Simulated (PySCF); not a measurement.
# How the functional moves excitation energies

Compound: SiSe (singlet state).
SMILES: `[Si][Se]`

Linear-response calculations in the def2-SVPD basis (PySCF; singlets by full response, triplets Tamm–Dancoff, core orbitals frozen in the response; HF means time-dependent Hartree–Fock). 'Strongest' is the level of largest summed f among the singlets computed (10 roots, of which the last may lack a degenerate partner); it can jump between rows when another state enters that window. S1 is the lowest singlet of each run and needn't be the same state throughout; f(S1) is that of one state. Isolated species at its PBE0-D3(BJ)/def2-SVP geometry, gas phase. Relativistic effects, spin–orbit coupling among them, are left out although an element past zinc is present.

| functional | kind | S1 (eV) | f(S1) | strongest (eV) | T1 (eV) | HOMO (eV) | gap (eV) | ionisation energy, ΔSCF (eV) |
| --- | --- | --- | --- | --- | --- | --- | --- | --- |
| LDA | LDA | 3.67 | 0.000 | 6.90 | 3.09 | -6.91 | 3.54 | 10.23 |
| PBE | GGA | 3.68 | 0.000 | 6.86 | 2.92 | -6.80 | 3.57 | 10.03 |
| B3LYP | global hybrid, 20% exact exchange | 3.64 | 0.000 | 6.93 | 2.97 | -7.63 | 4.99 | 10.15 |
| PBE0 | global hybrid, 25% exact exchange | 3.71 | 0.000 | 7.13 | 2.91 | -7.89 | 5.39 | 10.15 |
| BHandHLYP | global hybrid, 50% exact exchange | 3.68 | 0.000 | 7.17 | 2.99 | -8.67 | 7.05 | 9.91 |
| CAM-B3LYP | range-separated hybrid | 3.62 | 0.000 | 7.08 | 2.99 | -9.02 | 7.60 | 10.07 |
| wB97X-D | range-separated hybrid | 3.65 | 0.000 | 7.18 | 3.00 | -9.67 | 8.83 | 10.13 |
| LC-wPBE | range-separated hybrid | 3.67 | 0.000 | 7.48 | 2.89 | -10.36 | 9.89 | 10.06 |
| HF | Hartree–Fock | 3.80 | 0.000 | 7.42 | 2.72 | -10.00 | 10.46 | not settled |

S1 runs from 3.62 eV (CAM-B3LYP) to 3.80 eV (HF), a spread of 0.18 eV, while the orbital gap spreads over 6.9 eV. −ε(HOMO) comes closest to its own ΔSCF ionisation energy with LC-wPBE (+0.30 eV) and misses most with LDA (-3.32 eV). 'Not settled' means that the ion's SCF failed to converge or may have ended in another state than the lowest.
